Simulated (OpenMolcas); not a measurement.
Ir2+ among 4 point charges of -1.5 e arranged as a tetrahedron (Td).

```json
{
 "Program": "OpenMolcas",
 "Method": "SS-CASPT2, IPEA 0.25 Eh, imaginary shift 0.1 Eh (closed shells correlated: 4f 5s 5p)",
 "Basis": "ANO-RCC-VDZP [7s6p4d2f]",
 "Scalar Hamiltonian": "DKH2, point nucleus",
 "Active space": "7 electrons in 5 orbitals (5d)",
 "State averaging": "2S+1 = 4 even, 10 roots; 2S+1 = 2 even, 40 roots",
 "Spin-orbit coupling": "state interaction with AMFI integrals over the reference wave functions"
}
```

All point charges move together. At R = 1.71 Å the first state of the same spin is 4400 cm-1, and at R = 2.08 Å it is 2760 cm-1.

Q: A third run gives 3510 cm-1. What distance was it run at?

A: With a power law R^-n the two known points give n = -ln(2760 / 4400) / ln(2.08 / 1.71) = 2.38. Then R = 1.71 × (4400 / 3510)^(1/2.38) = 1.880 Å. The run was at 1.89 Å, so the estimate is off by -0.010 Å.

Roots that are degenerate in the reference are averaged as groups; the widest CASPT2 spread within a group is 310 cm-1 (the 3-fold group of multiplicity 2 near 23300 cm-1 above the lowest state of its run, R = 1.71). Shifts and gaps below about the spread of the groups concerned are not significant. Free-ion shares, where given, are those of the reference states; single-state CASPT2 does not remix them. Spin-orbit coupling mixes the spin-free states strongly: the lowest level takes only 59 % from its leading state, 4A2 (figures for R = 1.71; the like holds for R = 1.89, R = 2.08). This is an electrostatic model: the charges have no orbitals. No measured value stands beside these numbers.
